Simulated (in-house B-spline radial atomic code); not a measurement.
BLYP excitations of Cu+

Method: BLYP. Computed with an all-electron radial atomic-structure program (B-spline basis): linear response of the closed shell [Ar] 3d10 with the functional's adiabatic kernel; scalar-relativistic (spin-free one-electron X2C), finite nucleus, no spin-orbit coupling, no double excitations, S, P, D and F terms only. Only terms of natural parity with L up to 3 were computed.

Command:
```bash
python run_td.py task.json out
```
Settings (radii: box in bohr, nucleus in fm):
```
Z                        29
electrons                28
configuration            [Ar] 3d10
hamiltonian              x2c
method                   b88,lyp
box_radius               41.61
rms_radius               3.8823
intervals                75
```

Cost of the run: 1.8 s on 1 thread of Arm Neoverse N1 (shared host).

The lowest states, in the order of their Tamm-Dancoff energies; the method's threshold (minus the highest occupied level) is 13.721 eV. Labels give the largest channel, * marks a mixed state, and oscillator strengths are full-response dipole values. Semilocal kernels can invert the small singlet-triplet splittings of Rydberg terms. Energies in eV:

```json
{"state": "3d → 4s 3D", "full response": "1.189", "Tamm-Dancoff": "1.265", "oscillator strength": "-"}
{"state": "3d → 4s 1D", "full response": "1.798", "Tamm-Dancoff": "1.819", "oscillator strength": "-"}
{"state": "3d → 4p 3P", "full response": "6.622", "Tamm-Dancoff": "6.647", "oscillator strength": "-"}
{"state": "3d → 4p 3F", "full response": "6.631", "Tamm-Dancoff": "6.653", "oscillator strength": "-"}
{"state": "3d → 4p 1F", "full response": "6.859", "Tamm-Dancoff": "6.862", "oscillator strength": "-"}
{"state": "3d → 4p 1P", "full response": "?", "Tamm-Dancoff": "?", "oscillator strength": "?"}
{"state": "3d → 5s 3D", "full response": "10.404", "Tamm-Dancoff": "10.407", "oscillator strength": "-"}
{"state": "3d → 5s 1D", "full response": "10.457", "Tamm-Dancoff": "10.459", "oscillator strength": "-"}
{"state": "3d → 4d 3S", "full response": "11.464", "Tamm-Dancoff": "11.471", "oscillator strength": "-"}
{"state": "3d → 5p 3F", "full response": "11.507", "Tamm-Dancoff": "11.509", "oscillator strength": "-"}
{"state": "3d → 5p 3P", "full response": "11.510", "Tamm-Dancoff": "11.513", "oscillator strength": "-"}
{"state": "3d → 4d 3D", "full response": "?", "Tamm-Dancoff": "?", "oscillator strength": "-"}
{"state": "3d → 5p 1F", "full response": "11.538", "Tamm-Dancoff": "11.539", "oscillator strength": "-"}
{"state": "3d → 4d 1D", "full response": "11.567", "Tamm-Dancoff": "11.571", "oscillator strength": "-"}
{"state": "3d → 5p 1P", "full response": "11.639", "Tamm-Dancoff": "11.653", "oscillator strength": "0.0255"}
{"state": "3d → 4d 1S", "full response": "11.894", "Tamm-Dancoff": "11.942", "oscillator strength": "-"}
```

Where does 3d → 4d 3D lie?

At 11.513 eV in full response, 11.514 eV in Tamm-Dancoff.

Where does 3d → 4p 1P lie?

At 7.509 eV in full response, 7.592 eV in Tamm-Dancoff, oscillator strength 0.337.

How large is the singlet-triplet splitting of 3d → 4s (D terms) in Tamm-Dancoff?

0.554 eV, from the unrounded values.

What polarisabilities and dispersion coefficient does the method give?

Dipole 8.426 bohr³, quadrupole 82.43 bohr⁵, C6 28.8 hartree·bohr⁶ for two such species.
